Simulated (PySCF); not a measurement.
Species: `C[Si@@H](CC#N)CC[SiH2]P`. The columns A, B, C and D hold Mulliken, IAO, Hirshfeld and ESP-fitted charges (e) of one PBE0/pcSseg-1 density (PySCF), in a shuffled order. Coordinates in Å (GFN2-xTB); the density's dipole moment is (-0.48, 4.31, -0.82) D.

```
atom       x       y       z       A       B       C       D
  C1  -2.435   2.015  -0.222  -0.776  -0.212  -0.721  -0.630
 Si2  -1.595   0.470   0.497  +0.704  +0.400  +0.945  +0.843
  C3  -2.246  -1.038  -0.515  -0.516  -0.132  -0.584  -0.516
  C4  -1.905  -2.271   0.115  +0.420  +0.080  +0.142  +0.032
  N5  -1.623  -3.248   0.643  -0.515  -0.240  -0.273  -0.258
  C6   0.296   0.574   0.288  -0.210  -0.158  -0.528  -0.580
  C7   1.039  -0.634   0.863  -0.201  -0.159  -0.523  -0.537
 Si8   2.907  -0.568   0.493  +0.396  +0.290  +0.583  +0.449
  P9   3.052  -0.068  -1.694  -0.394  -0.025  -0.125  -0.271
 H10  -2.212   2.142  -1.277  +0.186  +0.045  +0.157  +0.143
 H11  -3.515   1.966  -0.118  +0.194  +0.044  +0.158  +0.140
 H12  -2.100   2.910   0.292  +0.181  +0.046  +0.161  +0.143
 H13  -1.956   0.276   1.909  -0.145  -0.074  -0.122  -0.041
 H14  -3.332  -0.988  -0.606  +0.183  +0.067  +0.189  +0.187
 H15  -1.820  -1.032  -1.520  +0.165  +0.068  +0.188  +0.191
 H16   0.668   1.483   0.764  +0.075  +0.038  +0.144  +0.155
 H17   0.544   0.662  -0.776  +0.067  +0.027  +0.135  +0.173
 H18   0.625  -1.551   0.440  +0.103  +0.031  +0.153  +0.189
 H19   0.870  -0.692   1.938  +0.054  +0.041  +0.150  +0.159
 H20   3.555  -1.861   0.723  -0.083  -0.075  -0.106  -0.046
 H21   3.555   0.448   1.336  -0.125  -0.082  -0.122  -0.052
 H22   4.417  -0.265  -1.777  +0.130  -0.008  +0.003  +0.069
 H23   3.205   1.296  -1.513  +0.106  -0.011  -0.002  +0.059
```

Which column most likely holds the ESP-fitted charges?

A. Σ q r misses the density's dipole by 0.07 D (A), 1.35 D (C), 1.49 D (B), 1.64 D (D). Charges fitted to the outside potential are the only set here that is tied to the molecule's multipoles.

And the Hirshfeld charges?

B. The mean sizes are 0.102 e (B), 0.255 e (D), 0.258 e (A), 0.270 e (C), and Hirshfeld charges are commonly the smallest of these schemes.

As computed, A = ESP-fitted, B = Hirshfeld, C = IAO, D = Mulliken. Hydrogens on carbon: ESP-fitted +0.05 to +0.19, Hirshfeld +0.03 to +0.07, IAO +0.14 to +0.19, Mulliken +0.14 to +0.19 e.

The Mulliken scheme gives each basis function's population to the atom it is centred on and halves the overlap population of two atoms between them. The ESP scheme is a least-squares fit of atom-centred charges to the potential on four shells outside the van der Waals surface, with the total charge fixed.

Geometry: GFN2-xTB, one conformer, isolated molecule.
